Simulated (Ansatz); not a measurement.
Species: CCrO, charge 0, multiplicity 7. The spin state was set by rule; other spins were not relaxed. SMILES: [O+]#[C-]->[Cr]
Coordinates optimised at B3LYP-D3(BJ)/def2-TZVP (Ansatz, a first-principles code):
```
C
O 1 1.1416
Cr 1 2.2463 2 137.25
```
Charge 0, spin multiplicity 7.

Wanted: atomisation energy (electronic, to ground-state atoms), in kcal/mol. Valence correlation only, unless marked. Open shells are spin-unrestricted. Spin-orbit coupling is left out. The frozen core is the preceding noble-gas configuration, with the filled d and f shells of earlier blocks. Non-relativistic. The coupled-cluster limit lacks core correlation, which all-electron functionals hold. Basis-set limits of correlation are two-point, X^-3; Hartree-Fock from the larger set.

| level | program | atomisation energy (kcal/mol) |
|---|---|---|
| HF/def2-TZVPPD | Ansatz | 160.5 |
| PBE/def2-TZVPD | Ansatz | 281.1 |

Task: Estimate the value at CCSD(T)/CBS(def2-TZVPP,def2-QZVPP) as computed with Ansatz.

Result: 259.1 kcal/mol
